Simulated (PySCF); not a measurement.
# One molecule, several mistakes: AlBClGeH4

Calculated results; nothing here was measured. They come from PySCF 2.14.0, an open-source quantum chemistry program, on an isolated molecule that a program drew, which may never have been made. The molecule is AlBClGeH4 (charge 0, doublet), drawn as the SMILES string `[BH2][GeH2][Al][Cl]`.

Each row is a Hartree-Fock (HF) and frozen-core CCSD(T) single point in the cc-pV(D+d)Z basis, meant for a local HF minimum. Run 1 is clean. Each other run has one planted mistake out of seven kinds, and not every kind appears here: one electron removed, one electron added, multiplicity raised by two, geometry at a saddle point, minimal basis STO-3G, one bond length entered in bohr, all coordinates scaled. The reference is restricted for singlets and unrestricted otherwise, and also for a bond in bohr. Adding or removing an electron swaps singlet and doublet. Electrons count all cores. HOMO and LUMO are orbital energies over both spins, the gradient is its largest component, and the lowest frequency (negative if imaginary) is given only where the gradient is small. Bond lengths are over the 7 bonds as drawn. T1 is the CCSD diagnostic: over 0.02 (restricted) or 0.045 (unrestricted) a single reference is doubtful. Germanium has the cc-pVDZ-PP basis, with a core potential (ECP10MDF) in place of its 10 inner electrons, and its 3s, 3p and 3d shells are frozen in CCSD(T).

Geometry of the clean run:
```xyz
8
AlBClGeH4, angstrom
B    -0.2467   -2.3889    1.6876
Ge    1.2107   -1.1335    0.9199
Al    0.0792    0.9517   -0.0357
Cl   -2.0636    1.0051    0.0644
H    -0.7807   -3.1975    0.9838
H    -0.6153   -2.2665    2.8205
H     2.0178   -1.7564   -0.2314
H     2.2202   -0.6426    1.9706
```

| run | electrons | basis functions | <S^2> | HOMO (eV) | LUMO (eV) | gradient (hartree/bohr) | lowest frequency (cm^-1) | mean bond (Å) | longest bond (Å) | T1 | HF (hartree) | CCSD(T) (hartree) | mistake |
|---|---|---|---|---|---|---|---|---|---|---|---|---|---|
| 1 | 71 | 103 | 0.775 | -7.93 | 0.25 | 3.3e-05 | 26 | 1.7493 | 2.558 | 0.0199 | -1021.84106 | -1022.26585 | no fault |
| 2 | 71 | 103 | 3.769 | -6.73 | -2.22 | 4.8e-02 | - | 1.7493 | 2.558 | 0.0198 | -1021.70575 | -1022.12117 | multiplicity raised by two |
| 3 | 72 | 103 | 0.000 | -1.28 | 5.64 | 3.1e-02 | - | 1.7493 | 2.558 | 0.0298 | -1021.85668 | -1022.32082 | one electron added |
| 4 | 71 | 103 | 0.778 | -7.99 | 0.15 | 9.8e-03 | - | 1.7808 | 2.604 | 0.0200 | -1021.83921 | -1022.26480 | all coordinates scaled |
| 5 | 71 | 103 | 0.775 | -8.69 | 0.05 | 1.2e-02 | - | 2.0744 | 4.833 | 0.0183 | -1021.81639 | -1022.24098 | ? |
| 6 | 70 | 103 | 0.000 | -15.72 | -6.36 | 4.1e-02 | - | 1.7493 | 2.558 | 0.0164 | -1021.57719 | -1021.99911 | ? |

**Which mistake was planted in run 5, and what did it cost?**

The mean bond changes by a factor of 1.186 and the longest by 1.889, so the molecule wasn't scaled as a whole. A length L in bohr read as angstrom grows by (1/0.5292 - 1) L = 0.890 L. The 7 bonds together grew by 7 x 0.3251 = 2.276 Å, which gives L = 2.558 Å. That is bond Ge2-Al3, 2.558 Å in the clean geometry. So the mistake is: one bond length entered in bohr. Subtracting run 1 and multiplying by 627.51 kcal/mol a hartree, the energy moved by 15.5 kcal/mol in HF and 15.6 kcal/mol in CCSD(T).

**Which mistake was planted in run 6, and what did it cost?**

It counts 70 electrons, one fewer than the clean run, at the same geometry and basis. So the mistake is: one electron removed. Subtracting run 1 and multiplying by 627.51 kcal/mol a hartree, the energy moved by 165.6 kcal/mol in HF and 167.4 kcal/mol in CCSD(T).

Cautions from the logs. Run 3: T1 is over the limit, so its CCSD(T) energy is less reliable.
